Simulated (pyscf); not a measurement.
H₃C–C⁺=CH–CH₃ (SMILES C[C+]=CC), singlet

Gas-phase minimum from PySCF at ωB97X-D3(BJ)/def2-SVP, one conformer. H₃C–C⁺=CH–CH₃ lies 17.5 kcal/mol over its isomer H₂C⁺–CH=CH–CH₃, and others may lie lower still (electronic energy, ωB97M-D3(BJ)). 

SMILES: [C+](=CC)C
```xyz
11

C      0.5277     0.5348    -2.0249
C      0.5553     0.7862    -0.6285
C      0.5884     1.0153     0.6268
C     -0.4098     0.8364     1.7470
H      0.5834     1.4506    -2.6348
H     -0.5064     0.1273    -2.1484
H      1.2223    -0.2606    -2.3392
H      1.5947     1.4315     0.8639
H      0.0288     0.1645     2.4989
H     -1.3544     0.4200     1.3777
H     -0.5877     1.8163     2.2133
```
Charge +1, spin multiplicity 1.

Bonded distances (Å): C1–C2 1.419, C1–H5 1.102, C1–H6 1.118, C1–H7 1.102, C2–C3 1.276, C3–C4 1.511, C3–H8 1.115, C4–H9 1.100, C4–H10 1.096, C4–H11 1.100. Angles (°): C2–C1–H5 113.4, C2–C1–H6 101.0, C2–C1–H7 113.4, H5–C1–H6 106.8, H5–C1–H7 114.2, H6–C1–H7 106.8, C1–C2–C3 179.6, C2–C3–C4 133.7, C2–C3–H8 107.4, C4–C3–H8 118.9, C3–C4–H9 108.4, C3–C4–H10 111.4, C3–C4–H11 108.4, H9–C4–H10 110.0 (the first ones only).

Properties at ωB97X-D3(BJ)/def2-SVP:

| Quantity | Value |
|---|---|
| Harmonic wavenumbers, unscaled | 116, 135, 158, 299, 471, 678, 735, 882, 982, 1030, 1045, 1098, 1182, 1309, 1339, 1387, 1443, 1453, 1462, 1995, 2982, 3049, 3096, 3115, 3196, 3203, 3231 cm⁻¹ |
| Zero-point energy | 58.7 kcal/mol |
| Rotational symmetry number | 1 |
| Entropy of this conformer at 298 K and 1 atm, rigid rotor and harmonic oscillator, modes under 100 cm⁻¹ raised to 100 | 309.6 J/(mol K) |
| Dipole moment | depends on origin |

Single-point totals, which compare only within one level (frozen core for MP2 and CC):

| level | total energy (hartree) |
|---|---|
| ωB97X-D3(BJ)/def2-TZVP | -156.41561 |
| PBE/def2-TZVP | -156.11644 |
| r²SCAN/def2-TZVP | -156.23369 |
| B3LYP-D3(BJ)/def2-TZVP | -156.35440 |
| PBE0-D3(BJ)/def2-TZVP | -156.14080 |
| M06-2X/def2-TZVP | -156.24856 |
| ωB97M-D3(BJ)/def2-TZVP | -156.37404 |
| HF/def2-TZVPP | -155.27531 |
| MP2/def2-TZVPP | -155.90331 |
| CCSD/def2-TZVPP | -155.94809 |
| CCSD(T)/def2-TZVPP | -155.97725 |

Soft torsions are taken as harmonic, which can shift the entropy by several J/(mol K). The CCSD(T) − MP2 part came from Ansatz, without density fitting, on the same reference.
